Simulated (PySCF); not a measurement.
## Telling isomers of C4H6F2O2 apart by NMR

Theory: GFN2-xTB structure, shielding tensors at PBE0/pcSseg-1 (GIAO), in PySCF 2.14 (rapidly exchanging positions averaged, one computed conformer, isolated molecule, non-relativistic).

Scale: TMS for 1H (31.72 ppm), 13C (186.93 ppm) (reference shieldings calculated alike). Splittings of carbon signals by F and P are missing where no couplings were computed. Where no couplings were computed, multiplicities follow the n + 1 count of equivalent neighbours, and m marks all less simple cases (inequivalent or close neighbours, rings, F or P nearby). Shifts are as computed. Against solution values, carbons near 30 ppm lie about +3 ppm off and those near 130 ppm about +5 ppm. Of 1211 compounds with measured shifts, 218 miss one by over three times the rms of a fit or turn the order of signals round; such compounds aren't used in these exercises.

(1) Tabulate the signals of `CO/C=C/OC(F)F`, `FC1(F)COCOC1` and their relative energies.

(2) What is the quickest way to tell CO/C=C/OC(F)F from FC1(F)COCOC1?

Results:

(1) 
```json
{"SMILES": "CO/C=C/OC(F)F", "carbon types": "3×CH 1×CH3", "δC": "144.2, 129.6, 122.8, 56.2", "δH": "6.78 (d, 1H), 6.29 (m, 1H), 6.12 (m, 1H), 3.62 (s, 3H)", "E rel. (kcal/mol)": "19.9"}
{"SMILES": "FC1(F)COCOC1", "carbon types": "1×C 3×CH2", "δC": "118.4, 96.1, 74.4", "δH": "5.01 (s, 2H), 4.16 (m, 4H)", "E rel. (kcal/mol)": "0.0"}
```

Energies are electronic energies at PBE0/pcSseg-1 on these geometries, without zero-point or thermal terms, each for the one conformer computed, which needn't be the lowest.

(2) Count the carbon signals: 4 against 3. The first has an alkene carbon bearing oxygen (CH) at 144.2 ppm, the second a fully substituted sp3 carbon bonded to 2 F (C) at 118.4 ppm. In the proton spectra the most deshielded non-exchanging signals are 6.78 (d, 1H) and 5.01 (s, 2H).
